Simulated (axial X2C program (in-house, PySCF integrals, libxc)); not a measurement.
**Worked dissociation energy of PbBr⁺: HF, spin-free**

Computed with an in-house relativistic program for diatomic molecules. Spin-free means the one-electron spin-free X2C Hamiltonian. Basis: Pb dyall-cv3z [12s14p10d7f1g], Br dyall-cv3z [8s9p6d4f1g] (cores contracted in-house); Gaussian nuclei, density fitting, unrestricted open shells. Masses: Pb 207.977 u, Br 78.918 u.

Molecular state: M_S = 0, Λ = 0 (closed shell).

```
E(Pb+) (2M_S = 1, M_L = 0) : -20879.920446 hartree
E(Br) (2M_S = 1, M_L = 0)  : -2604.502930 hartree
E(PbBr⁺) at Re             : -23484.504339 hartree
ωe                         : 265.1 cm⁻¹
ωexe                       : 0.411 cm⁻¹
```

Problem. Work out De and D0.

Solution. De = -20879.920446 + (-2604.502930) − (-23484.504339) = 0.08096 hartree = 2.203 eV. The zero-point energy is ωe/2 − ωexe/4 = 132 cm⁻¹ = 0.016 eV, so D0 = 2.187 eV.

The state is one determinant whose occupation by symmetry is held fixed; it was picked as the lowest of a PBE0 search that is not exhaustive. The closed shell is kept restricted, so the energy runs too high when the bond is stretched far. Dissociation energies refer to the lowest single-determinant-based atoms at the same level and basis. Spin–orbit coupling changes these values markedly for this molecule (Re by over 0.02 Å or De by over 0.25 eV), so the spin-free numbers are a model. Spin-free De lacks the spin–orbit lowering of the heavy p-block atom, a tenth of an eV or more for 4p and 5p, up to an eV for 6p and one to two eV for 7p atoms, less what an open-shell molecule gains itself.

Hartree–Fock lacks correlation and underbinds, often by eV.

Each atomic determinant is the lowest at this level and need not be a pure term. Totals compare only within one Hamiltonian and basis.
